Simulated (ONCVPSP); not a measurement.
## Transferability test, ONCV potential for boron

B (Z = 5), optimised norm-conserving Vanderbilt (ONCV), made with ONCVPSP 4.0.1 (PBE, scalar-relativistic). Core [He], reference 2s2 2p1. Waves: 2s: rc 1.40 bohr, ncon 4, nbas 8, qcut 4 1/bohr, 2 projectors, debl 2.1 Ha; 2p: rc 2.50 bohr, ncon 3, nbas 6, qcut 6.3 1/bohr, 1 projector; d scattering state at 0.33 Ha: rc 2.65 bohr, ncon 3, nbas 8, qcut 3 1/bohr, 3 projectors, debl 3.5 Ha. Local part: polynomial inside 1.00 bohr (lpopt 3, dvloc0 -1 Ha). Core correction: Teter function, fcfact 3, rcfact 1.65.

Energies are relative to the spin-unpolarised reference configuration 2s2 2p1; without spin polarisation the order of configurations can differ from experiment.

| valence configuration | charge | ΔE all-electron (eV) | error AE − PS (meV) |
| --- | --- | --- | --- |
| 2s2 2p0 | +1 | 8.220 | +36 |
| 2s1 2p0 | +2 | 33.642 | +125 |

Question: What are ΔE and the potential's error for 2s1 2p2?

Answer: ΔE = 5.851 eV all-electron; the error (AE − PS) is -3.4 meV.

Question: What are ΔE and the potential's error for 2s2 2p0.5?

Answer: ΔE = 2.887 eV all-electron; the error (AE − PS) is +4.7 meV.

Levels in the configuration 2s2 2p0:

```
level  all-electron (eV)  pseudo (eV)
   2s            -19.511      -19.452
```
